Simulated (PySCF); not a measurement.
Vertical excitations of a molecule CH8O2Si2 from PySCF with TDA-PBE/def2-SVPD, as energy in eV (oscillator strength): 5.68 (0.040), 6.01 (0.019), 6.32 (0.069), 6.95 (0.010), 6.97 (0.011), 7.03 (0.103), 7.17 (0.064), 7.27 (0.056), 7.37 (0.040), 7.41 (0.036). Lowest triplet (TDA): 5.39 eV. Geometry optimised at r2SCAN-D4/def2-SVP. The values are those of a single conformer.

Question: Which structure fits?
A) C[Si](O)(O)[SiH3]
B) C[SiH2][SiH](O)O
C) CO[Si@@H](O)[SiH3]
D) C[Si@H](O)[SiH2]O

Answer: A, C[Si](O)(O)[SiH3]
